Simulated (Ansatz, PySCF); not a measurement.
Gas-phase reaction (SMILES): [F][Al]([Br])[Br] + [H][H] (H2) → [Br][AlH][Br] + F (HF); hydrogen cleaves one Al-F bond, a model of a ligand-exchange step.

Each molecule is optimised on its own at B3LYP-D3(BJ)/def2-TZVP (Ansatz, a first-principles code). Correlated levels leave the core frozen unless marked. No spin-orbit coupling. Frozen are the shells of the preceding noble gas and the d and f shells that filled before the atom's block. Non-relativistic. CBS marks a two-point X^-3 extrapolation of the correlation energy; Hartree-Fock from the larger set. Thermal terms are rigid-rotor harmonic-oscillator values from B3LYP-D3(BJ) frequencies (Ansatz or PySCF) at 298.15 K and 1 atm. 1 Eh = 627.5095 kcal/mol.

```csv
species,"E, CCSD(T)/CBS(def2-TZVPPD,def2-QZVPPD) (Ansatz) (Eh)","E, r2SCAN-D4/def2-TZVPD (Ansatz + dftd4) (Eh)",H - E (Eh)
[F][Al]([Br])[Br],-5487.38591,-5490.76374,0.01130
[H][H] (H2),-1.17452,-1.17100,0.01336
[Br][AlH][Br],-5388.10871,-5391.42592,0.01468
F (HF),-100.39266,-100.44728,0.01259
```

Question: Work out ΔE and ΔH at 298.15 K at the first level, then ΔH at the second.

Answer: 
1. ΔE = [(-5388.10871) + (-100.39266)] - [(-5487.38591) + (-1.17452)] = 0.05906 Eh = 37.1 kcal/mol at CCSD(T)/CBS(def2-TZVPPD,def2-QZVPPD).
2. The terms H - E add up to 0.00261 Eh, so ΔH = (0.05906 + (0.00261))×627.5095 = 38.7 kcal/mol.
3. At r2SCAN-D4/def2-TZVPD the same steps give ΔE = 38.6 and ΔH = 40.3 kcal/mol, a shift of +1.6 from the first level.
4. These values are not checked against measurement here, since the tables used lack a sound gas-phase enthalpy of formation for at least one species.
